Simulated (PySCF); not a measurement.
# Working out the excitation energy of Ba

Ba [Xe] 6s2 (1S) → Ba [Xe] 5d1 6s1 (3D). All numbers are calculated (PySCF 2.14, a scalar-relativistic core potential, in def2-TZVPPD with the def2 core potential (46 electrons) (6s4p3d1f, 40 functions)). Frozen: 5s2 5p6. Energies in hartree (1 hartree = 27.21139 eV):

```json
{"part": "UHF", "Ba (lower)": "-25.094895", "Ba (upper)": "-25.063370"}
{"part": "CCSD correlation", "Ba (lower)": "-0.021991", "Ba (upper)": "-0.002444"}
{"part": "(T)", "Ba (lower)": "0.000000", "Ba (upper)": "0.000000"}
```

Question: What does Hartree-Fock give?

Answer: (-25.063370) − (-25.094895) = 0.031525 hartree = 0.858 eV.

Question: What do CCSD and CCSD(T) give?

Answer: The CCSD correlation energies differ by 0.019547 hartree = 0.532 eV and the triples by 0.000000 hartree = 0.000 eV, so CCSD gives 1.390 eV and CCSD(T) 1.390 eV.

Measured between the centres of the two terms (NIST): 1.160 eV, so CCSD(T) (valence) is off by 0.230 eV.

What remains against the reference includes basis incompleteness, the frozen core and higher excitations.
